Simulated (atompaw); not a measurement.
Before and after: PAW (atompaw) potential for magnesium

| Property | Result |
| --- | --- |
| Element | Mg |
| Generator | atompaw 4.2.0.5 |
| Type | PAW |
| Functional | LDA (PW92) |
| Relativity | scalar-relativistic |
| Frozen core | [He] |
| Valence charge | 10 |
| Reference configuration | 2s2 2p6 3s1 3p0 (charge +1) |
| Partial waves | 2s (bound): rc 1.15 bohr; 3s (bound): rc 1.40 bohr; 2p (bound): rc 0.65 bohr; 3p (bound, empty): rc 1.35 bohr; 3d channel at -0.1 Ry: rc 1.40 bohr |
| Local potential | troulliermartins scheme with l = 3 at -0.5 Ry, radius 0.90 bohr |
| Core correction | smooth core density matched at 1.15 bohr |
| Augmentation charge | sinc compensation charge, radius 1.05 bohr; PAW radius 1.40 bohr; waves and projectors: modrrkj vanderbiltortho |

Change: all radii scaled by about 1.10 (s 1.26, p 0.72, d 1.54 bohr); local potential troulliermartins scheme with l = 3 at -0.5 Ry, radius 0.98 bohr; augmentation sinc compensation charge, radius 1.16 bohr; PAW radius 1.54 bohr; waves and projectors: modrrkj vanderbiltortho; core correction smooth core density matched at 1.26 bohr.

Cutoffs: the cutoffs (Ry, on a coarse ladder) from which the occupation-weighted sum of valence levels, in a spherical-Bessel basis at the reference potential, stays within 10 and 1 mRy of its value at 400 Ry; they do not see the model core or the augmentation charge, which bear on the density cutoff.

Q: What does the change do?

A: The potential gets softer (160 Ry and 300 Ry → 140 Ry and 260 Ry); neither file shows a bound ghost. A larger radius leaves more room for a smooth pseudo-wave, so fewer plane waves are needed.

| quantity | base | changed |
| --- | --- | --- |
| cutoff, loose | 160 Ry | 140 Ry |
| cutoff, tight | 300 Ry | 260 Ry |
| loose cutoff by channel (10 mRy a level) | s 30 Ry, p 140 Ry | s 25 Ry, p 110 Ry |
| bound ghosts | none | none |
| lowest overlap eigenvalue by channel | s 0.82, p 0.45, d 1.00 | s 0.81, p 0.48, d 1.00 |

 The cutoffs see the waves, projectors and local potential, not the compensation charge or the core.
